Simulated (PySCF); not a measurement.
Potential energy surface of H2O (cation, charge +1), doublet: symmetric bend, bond length relaxed. Scanned: H-O-H angle. Other coordinates (O-H bond length) were minimised at B3LYP/def2-TZVP.

Cartesian coordinates as functions of the variables (Å; names that start with a are angles):
```
O  0  0  0
H  r*sin(a/2)  0  r*cos(a/2)
H  -r*sin(a/2)  0  r*cos(a/2)
```

Levels: UHF/cc-pVTZ (PySCF); PBE0 = unrestricted PBE0/cc-pVTZ (PySCF); MP2 on UHF/cc-pVTZ, 1 core orbital frozen (PySCF); PBE = PySCF with unrestricted PBE/cc-pVTZ; CCSD on UHF/cc-pVTZ, 1 core orbital frozen (PySCF); CCSD(T) on UHF/cc-pVTZ, 1 core orbital frozen (PySCF).

Energies in kJ/mol, each method relative to its own lowest point.

```csv
a / °,UHF,PBE0,MP2,PBE,CCSD,CCSD(T)
180,88.0,89.5,94.1,91.3,96.6,97.2
172,85.1,86.8,91.2,88.6,93.6,94.2
164,76.8,79.0,82.9,80.8,85.1,85.7
156,64.3,67.0,70.3,68.9,72.1,72.7
148,49.1,52.4,54.9,54.3,56.3,56.8
140,33.1,36.7,38.6,38.6,39.6,40.1
132,18.4,22.0,23.2,23.6,23.8,24.2
124,6.8,9.8,10.6,11.2,10.9,11.2
116,0.2,2.0,2.4,2.8,2.4,2.6
108,0.0,0.0,0.0,0.0,0.0,0.0
100,7.6,5.0,4.7,4.0,4.8,4.5
92,24.0,18.1,17.6,15.8,17.9,17.2
84,50.0,40.0,39.4,36.3,40.1,39.0
76,86.1,71.5,70.8,66.1,72.0,70.3
68,132.6,113.2,112.6,105.9,114.4,112.0
60,189.9,165.7,165.9,156.3,167.9,164.7
```
